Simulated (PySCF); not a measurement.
3,3,3-trifluoroprop-1-yne (C₃HF₃), SMILES FC(C#C)(F)F.

Coordinates come from a B3LYP-D3(BJ)/def2-SVP optimisation.

All values below come from ωB97X/def2-TZVP run with PySCF.

Symmetry labels are those of the subgroup Cs that the program uses (full group C3v).

Q: List the valence orbital energies around the gap with their symmetry. (An estimate is asked for; the answer gives what the named calculation found.)

A: 
```csv
orbital,symmetry,energy (eV)
HOMO−7,A',-16.30
HOMO−6,A",-16.30
HOMO−5,A",-15.27
HOMO−4,A',-15.27
HOMO−3,A',-14.78
HOMO−2,A",-14.61
HOMO−1,A",-11.72
HOMO,A',-11.72
LUMO,A",1.94
LUMO+1,A',1.94
LUMO+2,A',3.84
LUMO+3,A',4.70
```
